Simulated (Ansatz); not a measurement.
Z-matrix (Å, degrees):
```
O
H 1 0.9827
C 1 1.4483 2 110.79
H 3 1.1044 1 106.47 2 174.10
H 3 1.1068 4 109.33 1 117.92
H 3 1.1073 4 109.06 5 122.05
Ga 1 2.0579 2 98.75 3 -125.69
F 7 1.7583 1 107.61 2 -127.37
F 7 1.7700 8 118.11 1 109.44
F 7 1.7788 8 119.24 9 152.64
```
Charge 0, spin multiplicity 1.

Calculation: frozen-core CCSD(T)/cc-pVTZ // PBE-D3(BJ)/def2-SVP (Ansatz, a program for electronic structure).

The HF energy is -2336.97652 Ha and the MP2 correlation energy is -1.34830 Ha.

### Question
Estimate the CCSD correlation energy, the (T) correction, the total energy and the T1 diagnostic.

### Answer

* **CCSD correlation energy**: -1.35757 Ha
* **(T) correction**: -0.04561 Ha
* **CCSD(T) total energy**: -2338.37970 Ha
* **T1 diagnostic**: 0.012
